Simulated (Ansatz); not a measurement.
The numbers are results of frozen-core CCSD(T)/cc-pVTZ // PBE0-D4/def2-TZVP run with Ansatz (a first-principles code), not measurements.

Ansatz 0.2 input:
```yaml
crystal:
  periodic: [false, false, false]
  atoms:
    - { symbol: O, position_ang: [2.04847, -0.009182, -0.052161] }
    - { symbol: C, position_ang: [0.920849, -0.001558, 0.065447] }
    - { symbol: Si, position_ang: [-0.878853, 0.017101, 0.555376] }
    - { symbol: H, position_ang: [-1.050397, -1.144864, -0.399765] }
    - { symbol: H, position_ang: [-1.040072, 1.138501, -0.448792] }
basis:
  gaussian: { orbitals: cc-pVTZ }
correlation:
  method: ccsd_t
```

Output:

```
Functional definition: HF
724 factors; integrals over basis functions are off by at most 1.2e-3 eV
mean field evaluation 1: about -10959.6284 eV, gradient 2.7e1 eV
mean field evaluation 2: about -10959.6353 eV, gradient 2.7e1 eV
mean field evaluation 4: about -10961.3325 eV, gradient 3.0e0 eV
mean field evaluation 8: about -10961.3827 eV, gradient 1.9e-1 eV
mean field evaluation 16: about -10961.3713 eV, gradient 5.5e-1 eV
mean field -10961.38310492 eV, -402.8233992134 hartree, gradient 7.5e-6 eV, S^2 0.000000; 0 other end points of the search recorded, 0 dependent functions left out
7 core orbitals not correlated
reference -10961.38310492 eV, -402.8233992134 hartree; 8, 8 occupied and 107, 107 virtual orbitals, 724 factors
second order -13.44397004 eV of doubles, -0.00000000 eV of singles
cycle   1  -13.34284718 eV  change    1.0e-1 eV  update   1.2e-1
cycle   2  -13.83710490 eV  change   -4.9e-1 eV  update   4.2e-2
cycle   3  -13.96940700 eV  change   -1.3e-1 eV  update   2.1e-2
cycle   4  -13.95055079 eV  change    1.9e-2 eV  update   5.7e-3
cycle   5  -13.95257354 eV  change   -2.0e-3 eV  update   2.7e-3
cycle   6  -13.95152919 eV  change    1.0e-3 eV  update   9.5e-4
cycle   7  -13.95115245 eV  change    3.8e-4 eV  update   4.3e-4
cycle   8  -13.95119953 eV  change   -4.7e-5 eV  update   1.5e-4
cycle   9  -13.95126299 eV  change   -6.3e-5 eV  update   7.2e-5
cycle  10  -13.95121669 eV  change    4.6e-5 eV  update   3.1e-5
cycle  11  -13.95124091 eV  change   -2.4e-5 eV  update   1.3e-5
cycle  12  -13.95124366 eV  change   -2.7e-6 eV  update   4.8e-6
perturbative correction -0.70431531 eV, -0.0258831102 hartree
Total energy: -10976.03866388 eV, -403.3619810715 hartree
```

Cost: about 12 core-seconds (a rough figure).
